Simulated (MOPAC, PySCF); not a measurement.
H4O2S2Si, SMILES `S[Si](O)(S)O`, neutral singlet in the gas phase. 

Cartesian coordinates (Å):
```xyz
9

O     -1.5298     0.2347     0.6529
Si    -0.0622    -0.0225    -0.0274
O     -0.0752    -0.7107    -1.5137
S      0.8209     1.8863    -0.2645
S      0.9513    -1.3791     1.2422
H     -2.0071    -0.5409     0.9588
H     -0.3727    -0.1606    -2.2430
H      0.4154     2.3219     0.9358
H      1.8998    -1.6563     0.3374
```
Charge 0, spin multiplicity 1.

All levels are single points at this geometry (ωB97X-D3(BJ)/def2-TZVP); Pople sets use spherical d functions. Orbital energies aren't observables, and empty levels follow the basis.

| level | HOMO (eV) | LUMO (eV) | gap (eV) | dipole (D) | vertical IE, Delta-SCF (eV) |
|---|---|---|---|---|---|
| PBE-D3(BJ)/def2-TZVP in PySCF | -6.11 | -0.71 | 5.39 | 1.03 | 9.02 |
| ωB97X-D3(BJ)/def2-TZVP in PySCF | -9.75 | 2.14 | 11.89 | 1.06 | 9.78 |
| B3LYP/6-311+G** in PySCF | -7.18 | -0.79 | 6.39 | 0.95 | – |
| B3LYP/6-31G* in PySCF | -7.00 | 0.44 | 7.44 | 1.36 | 9.29 |
| B3LYP/LANL2DZ in PySCF | -7.41 | 0.10 | 7.51 | 1.10 | – |
| M06-2X/6-31G* in PySCF | -8.45 | 1.57 | 10.02 | 1.42 | – |
| AM1 in MOPAC | -9.96 | -1.56 | 8.41 | 1.79 | – |
| PM6 in MOPAC | -9.12 | -0.32 | 8.80 | 1.47 | – |
| PM7 in MOPAC | -9.22 | -1.22 | 8.00 | 0.27 | – |
